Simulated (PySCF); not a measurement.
**Ga(3+): interval between two levels**

Ga(3+) [Ar] 3d10 → Ga(3+) [Ar] 3d9 4p1 [3F4, M_J = 4], as a difference of total energies. Calculation: PySCF 2.14, in x2c-TZVPall-2c with one added diffuse shell each of s, p, d type (7s8p5d1f, 63 functions); the two-component X2C-1e Hamiltonian. Correlated levels: [Ne] frozen. "Screened" scales the spin-orbit matrix elements by Boettger's factors to mimic the two-electron term; Breit and QED terms are absent.

| method | interval between two levels (cm⁻¹) |
| --- | --- |
| GHF (spin-free) | 216920 |
| GMP2 (spin-free) | 231570 |
| GHF (screened spin-orbit) | 216190 |
| GMP2 (screened spin-orbit) | 230860 |

The labels give the starting determinants; with spin-orbit coupling the two ends relaxed to ⟨J²⟩ = 0.00, ⟨L²⟩ = 0.00, ⟨S²⟩ = 0.00 and ⟨J²⟩ = 20.00, ⟨L²⟩ = 12.00, ⟨S²⟩ = 2.00.
